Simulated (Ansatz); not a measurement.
The cluster VS₂⁻. Charge -1, multiplicity 3. Geometry PBE0-D4/def2-TZVP, that of the neutral doublet; atoms count from 1.

```csv
atom,x (Å),y (Å),z (Å)
V1,-0.662,0.188,-0.278
S2,0.286,-1.541,-0.733
S3,0.376,1.353,1.012
```

The structure comes from a short search, and lower isomers may exist.

(1) Estimate the Mulliken populations from the PBE0/def2-TZVPD orbitals of Ansatz.

(2) Where does the spin sit?

(3) And the Mayer bond orders between heavy atoms (over 0.3)?

Results:

(1) 
| atom | charge (e) | spin (α − β) | d electrons |
| --- | --- | --- | --- |
| V1 | 0.40 | 2.59 | 3.61 |
| S2 | -0.70 | -0.29 | – |
| S3 | -0.70 | -0.29 | – |
Mulliken values depend strongly on the basis. With diffuse functions, as here, like atoms can get unlike values, and bond orders can come out too low or too high.

(2) Summed by element: V 2.59, S -0.59, of 2 unpaired in all. Largest on single atoms: V1 2.59, S2 -0.29, S3 -0.29.

(3) V1–S2 1.84 (2.02 Å); V1–S3 1.84 (2.02 Å).
